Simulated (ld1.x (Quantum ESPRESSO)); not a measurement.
# An all-electron radial function and its pseudo partner (N)

Columns: radius, all-electron u(r) and pseudo u(r) of the 2s shell (level -18.42 eV) of nitrogen in the configuration [He] 2s2 2p3; LDA (PZ), scalar-relativistic, ultrasoft scheme, ld1.x (Quantum ESPRESSO) 7.5.

```csv
r (bohr),all-electron,pseudo
0.103,0.3852,-0.1719
0.205,0.2853,-0.3347
0.308,0.0324,-0.4845
0.410,-0.2333,-0.6131
0.513,-0.4640,-0.7194
0.615,-0.6396,-0.7996
0.718,-0.7636,-0.8555
0.820,-0.8403,-0.8880
0.923,-0.8797,-0.9007
1.025,-0.8897,-0.8967
1.128,-0.8780,-0.8792
1.230,-0.8510,-0.8510
1.332,-0.8135,-0.8135
1.435,-0.7690,-0.7690
1.538,-0.7206,-0.7206
1.640,-0.6710,-0.6710
1.743,-0.6209,-0.6209
1.845,-0.5722,-0.5722
1.948,-0.5248,-0.5248
2.050,-0.4802,-0.4802
2.153,-0.4377,-0.4377
2.255,-0.3984,-0.3984
2.358,-0.3614,-0.3614
2.460,-0.3276,-0.3276
2.562,-0.2965,-0.2965
2.665,-0.2676,-0.2676
```

Task: How many radial nodes do the two functions have?

Result: The all-electron 2s function has n − l − 1 = 1; the pseudo-wave has 0, since the states of the same l below it are removed with the core.

Task: At about which radius was the pseudo-wave matched?

Result: 1.25 bohr, where the columns begin to agree (steps of 0.10 bohr).

Task: Is the pseudo-wave norm-conserving?

Result: No, it belongs to an ultrasoft set: the norm inside the radius is not constrained, and the difference is carried by the augmentation charge.
